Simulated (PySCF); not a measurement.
## SrF: script and output

File input.py (PySCF 2.14):

```python
from pyscf import gto, scf, mp

mol = gto.M(
    atom='Sr 0 0 0; F 0 0 2.162',
    basis='lanl2dz',
    ecp={'Sr': 'lanl2dz'},
    charge=0,
    spin=1,
    verbose=4,
)
mf = scf.UHF(mol)
mf.kernel()
mp.MP2(mf, frozen=1).kernel()
mf.dip_moment()
print('orbital energies (hartree):', [e[max(0, n-3):n+3].round(4) for e, n in zip(mf.mo_energy, mol.nelec)])
```

```bash
$ OMP_NUM_THREADS=1 python input.py
```

The log (some set-up lines and the per-cycle HOMO/LUMO lines with their warnings removed):

```
PySCF version 2.14.0

[INPUT] Symbol           X                Y                Z      unit          X                Y                Z       unit  Magmom
[INPUT]  1 Sr     0.000000000000   0.000000000000   0.000000000000 AA    0.000000000000   0.000000000000   0.000000000000 Bohr   0.0
[INPUT]  2 F      0.000000000000   0.000000000000   2.162000000000 AA    0.000000000000   0.000000000000   4.085587881310 Bohr   0.0

nuclear repulsion = 22.0286535535615
number of shells = 10
number of NR pGTOs = 48
number of NR cGTOs = 21
basis = lanl2dz
ecp = {'Sr': 'lanl2dz'}

******** <class 'pyscf.scf.uhf.UHF'> ********
method = UHF
initial guess = minao
damping factor = 0
level_shift factor = 0
DIIS = <class 'pyscf.scf.diis.CDIIS'>
SCF conv_tol = 1e-09
SCF max_cycles = 50
number electrons alpha = 10  beta = 9
init E= -131.421793201393

cycle= 1 E= -129.318507327543  delta_E=  2.1  |g|= 0.599  |ddm|= 2.49
cycle= 2 E= -129.564649748484  delta_E= -0.246  |g|= 0.345  |ddm|= 2.27
cycle= 3 E= -129.605047959182  delta_E= -0.0404  |g|= 0.0339  |ddm|= 0.231
cycle= 4 E= -129.605552429222  delta_E= -0.000504  |g|= 0.00271  |ddm|= 0.0395
cycle= 5 E= -129.605568665888  delta_E= -1.62e-05  |g|= 0.000669  |ddm|= 0.0107
cycle= 6 E= -129.605570158435  delta_E= -1.49e-06  |g|= 0.000141  |ddm|= 0.00403
cycle= 7 E= -129.605570216934  delta_E= -5.85e-08  |g|= 3.08e-05  |ddm|= 0.000734
cycle= 8 E= -129.605570218421  delta_E= -1.49e-09  |g|= 7.9e-06  |ddm|= 0.000107
cycle= 9 E= -129.605570218513  delta_E= -9.22e-11  |g|= 2.14e-06  |ddm|= 2.71e-05
Extra cycle  E= -129.605570218519  delta_E= -5.91e-12  |g|= 1.31e-06  |ddm|= 4.03e-06
converged SCF energy = -129.605570218519  <S^2> = 0.7502993  2S+1 = 2.0002993

******** <class 'pyscf.mp.ump2.UMP2'> ********
nocc = (np.int64(9), np.int64(8)), nmo = (20, 20)
frozen orbitals 1
E(UMP2) = -129.729393671026  E_corr = -0.123823452506719
E(SCS-UMP2) = -129.724352615852  E_corr = -0.118782397333481
E_corr(same-spin) = -0.0343912450091327
E_corr(oppo-spin) = -0.0894322074975865
Dipole moment(X, Y, Z, Debye):  0.00000,  0.00000, -4.39853
orbital energies (hartree): [array([-0.4595, -0.4595, -0.2063,  0.0136,  0.0136,  0.0637]), array([-0.4639, -0.4598, -0.4598,  0.005 ,  0.0344,  0.0344])]
```

In short: E(SCF) = -129.605570 Eh, 9 cycles, E(MP2) − E(SCF) = -0.12382 Eh, ⟨S²⟩ = 0.750, μz(SCF) = -4.40 D.

Hardware: Arm Neoverse V1, 1 thread, shared host. Wall time 0.89 s.

The bond length is a typed value, not an optimised one. No search for the lowest solution was made.
